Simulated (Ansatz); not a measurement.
Reaction (ligand exchange at the Si–O bond): `BN[SiH](O)F` + H–F → `BN[SiH](F)F` + H₂O

Gas-phase electronic energies from Ansatz, PBE0-D4/def2-TZVP geometries. CCSD(T)/CBS adds triple-zeta CCSD(T) − MP2 to the extrapolated MP2 energy (def2 sets, frozen cores). This one scheme is used for every species. Functionals use def2-TZVPP. B3LYP here is the variant with VWN-RPA as its local correlation; programs differ in this. Each species was taken in one conformer, which may not be the lowest.

```
             level  ΔE (kJ/mol)  difference from CCSD(T)/CBS
           PBE0-D4        -37.5                          2.7
          BHLYP-D4        -41.0                         -0.8
      CAM-B3LYP-D4        -40.9                         -0.7
          PBE-QIDH        -38.1                          2.1
            revPBE        -41.2                         -1.0
            r2SCAN        -41.3                         -1.1
             B3LYP        -43.0                         -2.8
           r2SCAN0        -40.2                          0.0
         CAM-B3LYP        -42.5                         -2.3
           LC-ωPBE        -39.8                          0.4
       HF/def2-SVP        -40.3                         -0.1
     CCSD/def2-SVP        -38.4                          1.8
    MP2/def2-TZVPP        -37.4                          2.8
SCS-MP2/def2-TZVPP        -39.8                          0.4
   CCSD/def2-TZVPP        -40.0                          0.2
SCS-MP2/def2-QZVPP        -41.0                         -0.8
       CCSD(T)/CBS        -40.2                            0
```

Largest T1 diagnostic among the species: 0.012.

In def2-TZVPP, CCSD(T) changes the Hartree–Fock value by +6.5 kJ/mol (the triples alone add +1.0 kJ/mol) and MP2 by +8.1 kJ/mol. Leaving LDA and LC-ωPBE aside and taking each functional with its dispersion term where it has one, the values, not all of them listed here, spread over 6.4 kJ/mol, from B97M-V to revPBE-D4. LDA lies +4.9 kJ/mol from PBE without D4.

CCSD(T)/CBS has its own doubt, a few kJ/mol and more with outer-core shells, so smaller differences from it don't rank the levels.
